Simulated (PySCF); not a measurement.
These compounds are isomers of formula C₅H₈N₂OSi.

A. `Nc1cccnc1O[SiH3]`
B. SMILES C1[C@H](C#N)C[Si@H]1C(N)=O
C. `InChI=1S/C5H8N2OSi/c1-3-5(4-6)8-9-7-2/h3H,2,9H2,1H3/b5-3+`
D. SMILES C/C(C#N)=N/[SiH2]CC=O

Spectrum 1. ¹³C{¹H} NMR (computed): δ 180.1 (C), 129.6 (C), 20.5 (CH), 19.6 (CH2).

Spectrum 2. ¹³C{¹H} NMR (computed): δ 180.0 (CH2), 135.1 (CH), 131.4 (C), 119.6 (C), 17.2 (CH3).

Spectrum 3. ¹³C{¹H} NMR (computed): δ 155.2 (C), 140.1 (CH), 137.1 (C), 124.2 (CH), 123.1 (CH).

Spectrum 4. ¹³C{¹H} NMR (computed): δ 201.4 (CH), 158.6 (C), 115.7 (C), 40.4 (CH2), 35.6 (CH3).

- NMR shieldings at PBE0/pcSseg-1/GIAO
- structure optimised with GFN2-xTB
- code: PySCF
- equivalent nuclei averaged, no relativistic terms, single conformer, in vacuum

Chemical shifts δ = σref − σ; ¹³C (σ = 186.93 ppm) vs TMS, all at this level. Acid and N–H amide carbonyl carbons lie up to 10 ppm further downfield in solution (hydrogen bonding). Shifts are as computed. Against solution values, carbons near 30 ppm lie about +3 ppm off and those near 130 ppm about +5 ppm. Of 1309 compounds with measured shifts, 239 miss one by over three times the rms of a fit or turn the order of signals round; such compounds aren't used in these exercises.

**Question.** Which spectrum belongs to which compound?

**Answer.** 1–B, 2–C, 3–A, 4–D.

- Spectrum 1 (B): 4 ¹³C signals; δC 129.6 is a nitrile carbon; δC 20.5 is an sp3 CH α to a nitrile.
- Spectrum 2 (C): 5 ¹³C signals; δC 131.4 is an alkene carbon bearing oxygen; δC 119.6 is a nitrile carbon.
- Spectrum 3 (A): 5 ¹³C signals; δC 155.2 is an aromatic carbon bearing oxygen; δC 140.1 is an aromatic CH next to a ring nitrogen.
- Spectrum 4 (D): 5 ¹³C signals; δC 201.4 is an aldehyde carbonyl carbon; δC 115.7 is a nitrile carbon.
